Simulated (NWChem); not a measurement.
Species: iodobenzene (C$_{6}$H$_{5}$I); SMILES Ic1ccccc1

Computed with NWChem. The geometry was optimised at PBE0/def2-SVP. Not confirmed as a minimum by frequencies. def2 effective core potentials on I; no spin-orbit coupling. Total energies of different functionals are on different scales.

```tsv
level	energy (Ha)	highest occupied level (eV)	orbital gap (eV)	dipole (D)	relative time
B3LYP/def2-SVP	-529.2715	-6.53	5.70	1.48	1
PBE/def2-SVP	-528.8640	-5.76	4.20	1.43	1
LC-BLYP (range parameter 0.33 per bohr)/def2-SVP	-528.2758	-8.87	10.34	1.50	6
OLYP/def2-SVP	-529.3793	-5.58	4.24	1.36	1
PW91/def2-SVP	-529.1796	-5.79	4.19	1.42	1
MPW1K/def2-SVP	-529.2359	-7.58	7.56	1.63	1
HCTH/407/def2-SVP	-529.8777	-5.86	4.23	1.35	1
BP86/def2-SVP	-529.3063	-5.86	4.19	1.48	1
RPBE/def2-SVP	-529.2584	-5.70	4.22	1.41	1
PW6B95/def2-SVP	-529.6671	-6.83	6.28	1.48	1
```

Times are rough ratios from one shared machine.
